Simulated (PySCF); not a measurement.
BrCdHSe, SMILES [Cd]([Br])[SeH]. Atoms are numbered in the order given.

```xyz
4

Cd    -0.0081     0.0095     0.0000
Br     0.0057     2.4442     0.0000
Se    -0.0372    -2.4566     0.0000
H      1.4504    -2.4784     0.0000
```

The structure is a stationary point at PBE-D3(BJ)/def2-SVP. The structure was generated by enumeration; whether it is a known compound was not checked. The def2 effective core potentials stand for the cores of Cd; spin–orbit coupling is left out. The values are those of a single conformer.

Method: PySCF with PBE-D3(BJ)/def2-SVP.

Frequencies are harmonic and unscaled.

| mode | ν (cm⁻¹) | IR (km/mol) | moving atoms (share of kinetic energy) |
|---|---|---|---|
| 1 | 61 | 3.2 | Cd 58 %, Br 21 %, Se 20 % |
| 2 | 62 | 2.7 | Cd 59 %, Br 21 %, Se 20 % |
| 3 | 188 | 0.5 | Se 53 %, Br 46 % |
| 4 | 298 | 30.0 | Cd 59 %, Br 25 %, Se 17 % |
| 5 | 568 | 0.1 | H 98 % |
| 6 | 2348 | 9.4 | H 99 % |
